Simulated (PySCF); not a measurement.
**Frontier levels across methods**

Compound: C3H2BF3.
SMILES with atom numbers: `[BH2:1][C:2]#[C:3][C:4]([F:5])([F:6])[F:7]` (hydrogens: H8, H9 on B1)

Geometry (PBE0-D3(BJ)/def2-SVP, Å), atoms numbered from 1 in this order:
```xyz
9
C3H2BF3 angstrom
B      2.352    0.273   -0.090
C      0.852    0.096   -0.025
C     -0.357   -0.049    0.021
C     -1.817   -0.217    0.063
F     -2.162   -1.398    0.571
F     -2.335   -0.136   -1.161
F     -2.369    0.732    0.816
H      3.069   -0.505    0.488
H      2.816    1.188   -0.722
```

Basis pcSseg-2 throughout (PySCF), one geometry. Geometry: PBE0-D3(BJ)/def2-SVP; no solvent, vibrations or thermal averaging.

**Question.** How do the orbital energies, the gap and the dipole change with the method?

**Answer.** 
```csv
method,kind,HOMO (eV),LUMO (eV),gap (eV),μ (D),SCF cycles
B97-D,GGA,-7.47,-3.82,3.65,1.30,15
LDA,LDA,-7.67,-4.33,3.34,1.38,15
B3LYP,global hybrid,-8.57,-3.29,5.28,1.54,14
mPW1PW91,global hybrid,-8.81,-3.09,5.73,1.55,14
CAM-B3LYP,range-separated hybrid,-10.16,-1.99,8.17,1.69,13
wB97X-D,range-separated hybrid,-10.63,-1.21,9.42,1.60,14
LC-wPBE,range-separated hybrid,-11.54,-0.83,10.72,1.70,14
HF,Hartree–Fock,-11.65,0.50,12.15,1.98,12
```

The HOMO spans 4.18 eV, from B97-D down to HF, and the gap runs from 3.34 eV (LDA) to 12.15 eV (HF). Over the methods B97-D (0 %), LDA (0 %), B3LYP (20 %), mPW1PW91 (25 %), HF (100 %), a straight line through the gap against the share of exact exchange rises by 0.86 eV for each 10 % (correlation coefficient 0.999). The dipole ranges from 1.30 D (B97-D) to 1.98 D (HF). This basis has no diffuse functions.
